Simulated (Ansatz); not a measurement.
## C2F4O (trifluoroacetyl fluoride): the energy, rung by rung

C2F4O: 7 atoms, total charge 0, spin state singlet. As SMILES, `O=C(F)C(F)(F)F`. The shape was relaxed beforehand at wB97X-V/def2-SVP.

```xyz
7

O     1.0654   -1.3966    0.7008
C     0.0885   -0.7961    0.4340
F    -1.1394   -1.1976    0.7385
C     0.0179    0.5518   -0.3064
F    -0.7007    0.4153   -1.4196
F    -0.5672    1.4609    0.4719
F     1.2355    0.9623   -0.6192
```

Each level gives the adiabatic ionisation energy (to the doublet cation, shapes relaxed at wB97X-V/def2-SVP, no zero-point term) (eV). The values are calculated.

```tsv
level	kind	program	value (eV)	less CCSD(T)/def2-SVP	CPU time (all runs)
HF/def2-SVP	Hartree–Fock	Ansatz	11.98	-0.21	4 s
SVWN5/def2-SVP	LDA	Ansatz	11.81	-0.38	3.1 s
PBE/def2-SVP	GGA	Ansatz	11.57	-0.62	6.3 s
r2SCAN/def2-SVP	meta-GGA	Ansatz	11.90	-0.29	12 s
PBE0-D4/def2-SVP	global hybrid	Ansatz	12.12	-0.07	8.8 s
CAM-B3LYP/def2-SVP	range-separated hybrid	Ansatz	12.26	+0.07	9.8 s
B2PLYP/def2-SVP	double hybrid	Ansatz	12.14	-0.05	13 s
RPA@PBE/def2-SVP	RPA	Ansatz	12.05	-0.14	9.6 s
CCSD(T)/def2-SVP	coupled cluster or CI	Ansatz	12.19	0.00	1.9 min
```

CCSD(T)/def2-SVP is the highest level here, not the true value. The values span 11.57 to 12.26 eV. CPU times are rough (shared hosts, several kinds of processor): they show what a rung costs within a factor of a few.
